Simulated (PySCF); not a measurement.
Excitations are Tamm–Dancoff values on a coarser integration grid. The basis has no diffuse functions, so Rydberg states are missing or too high.

Cartesian coordinates (Å):
SMILES: c1c(occ1F)B
```xyz
11

B      2.1368    -0.1602    -0.0473
C      0.6233    -0.0904    -0.0190
C     -0.2599     0.9752     0.1195
C     -1.5597     0.4289     0.0722
F     -2.7061     1.0918     0.1669
C     -1.4240    -0.9325    -0.0923
O     -0.1273    -1.2482    -0.1479
H      2.6985    -1.2162    -0.1808
H      2.7602     0.8645     0.0663
H      0.0115     2.0214     0.2406
H     -2.1533    -1.7342    -0.1783
```
Charge 0, spin multiplicity 1.

Question: What is the computed LUMO, brightest of the four lowest singlets (TDA) and S1 excitation (TDA) (PBE-D3(BJ)/def2-TZVP // B3LYP-D3(BJ)/def2-SVP (PySCF))?

Answer: 
- LUMO = -3.04 eV
- brightest of the four lowest singlets (TDA) = 5.32 eV
- S1 excitation (TDA) = 4.52 eV
